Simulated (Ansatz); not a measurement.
Isolated molecules relaxed with PBE0-D4/def2-TZVP in Ansatz; ΔE leaves out vibrations. CCSD(T)/CBS adds triple-zeta CCSD(T) − MP2 to the extrapolated MP2 energy (def2 sets, frozen cores). This one scheme is used for every species, atoms too. Functionals use def2-TZVPP. B3LYP here is the variant with VWN-RPA as its local correlation; programs differ in this. No spin–orbit coupling; open shells (•) take unrestricted orbitals. Spin–orbit coupling would lower the free atoms: a little for O, Si. Bonds to Zn are less sure, by a few kJ/mol each and by 10 to 20 or more in all where they break to atoms, as the def2 sets lack core-valence functions. Scalar relativity is left out up to krypton.

Reaction (atomization): `[SiH3][O][ZnH]` → 4 H• + O• + Si• + Zn (atom)

```csv
level,ΔE (kcal/mol),difference from CCSD(T)/CBS
revPBE-D4,455.3,-19.2
B3LYP-D4,467.1,-7.4
ωB97X-V,477.5,3.0
ωB97M-V,472.7,-1.8
B2PLYP,465.7,-8.8
PBE-QIDH,466.0,-8.5
r2SCAN,473.8,-0.7
BHLYP,455.4,-19.1
LC-ωPBE,473.0,-1.5
MP2/def2-SVP,444.5,-30.0
CCSD(T)/CBS,474.5,0
```

Largest T1 diagnostic among the species: 0.017.

The D4 term adds +4.5 kcal/mol with B3LYP and +2.3 kcal/mol with PBE0; it sums over pairs of atoms, weighted by their polarisabilities, and B3LYP, whose exchange is more repulsive, gets the larger term. In def2-TZVPP, CCSD(T) changes the Hartree–Fock value by +114.4 kcal/mol (the triples alone add +5.1 kcal/mol) and MP2 by +121.1 kcal/mol; breaking electron pairs costs correlation energy, which Hartree–Fock lacks.

For atomizations the MP2-based limit and the directly extrapolated one differ by several kJ/mol either way, and by 10 to 25 for some Ge, Se and Sn compounds, so smaller differences from it don't rank the levels.
